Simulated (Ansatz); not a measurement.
```yaml
crystal:
  periodic: [false, false, false]
  atoms:
    - {symbol: Ga, position_ang: [-1.240921, -0.748029, 0.280002]}
    - {symbol: Ga, position_ang: [-1.073178, 1.519891, 1.302519]}
    - {symbol: Ga, position_ang: [1.100182, -0.261059, 1.650999]}
    - {symbol: Ga, position_ang: [-0.517912, 1.262828, -1.461630]}
    - {symbol: Ga, position_ang: [1.656997, -0.124669, -0.922089]}
    - {symbol: F, position_ang: [0.074834, -1.648972, -0.849791]}
basis:
  gaussian: {orbitals: def2-TZVPD}
total_charge: -1
magnetization: {spin_polarized: true, initial_magnetization: 1}
hamiltonian: {xc: pbe0, dispersion: d4}
scf: {omitted_lower_state_checks: [starts]}
output: {orbitals: {seedname: orbitals}}
```

```sh
$ ansatz run in.yaml --threads 4 --pin off --events-out ev --progress --plain --max-ram 4787MiB
```

Q: Does this run fit into the memory that it is given?

A: No. It has 310 basis functions, and Ansatz plans for 4.97 GiB where 4.67 GiB are given.
